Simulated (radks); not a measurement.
Neutral silver, 47 electrons, occupied as [Kr] 4d10 5s1. Calculated with a radial shooting solver on a logarithmic mesh with Libxc functionals: scalar-relativistic Kohn-Sham, TASK exchange with Perdew-Wang LDA correlation, spin-polarised, spherical densities, finite nucleus; open shells are filled with parallel spins first (spin-orbit coupling, left out, can overturn this in heavy ions); meta-GGA in the generalised Kohn-Sham scheme; Fermi nuclear charge, rms radius 4.5454 fm. Some entries of the table are withheld. Estimate them.

orbital,occ.,eigenvalue (hartree),<1/r> (bohr^-1)
1s up,1,-932.7334,49.40
1s down,1,-932.7323,49.40
2s down,1,-138.0079,11.23
2s up,1,-138.0061,11.23
2p down,3,-123.7421,10.84
2p up,3,-123.7410,10.84
3s up,1,-25.52384,3.953
3s down,1,-25.52374,3.953
3p down,3,-20.80951,3.764
3p up,3,-20.80949,3.764
3d down,5,(1),3.532
3d up,5,(2),3.532
4s down,1,-3.61417,1.502
4s up,1,-3.61020,1.502
4p down,3,-2.23803,1.348
4p up,3,-2.23391,1.347
4d up,5,-0.28229,0.9665
4d down,5,-0.27189,0.9930
5s up,1,-0.19507,0.4258

Answer. 
(1) 3d down eigenvalue (hartree): -13.35211
(2) 3d up eigenvalue (hartree): -13.35126
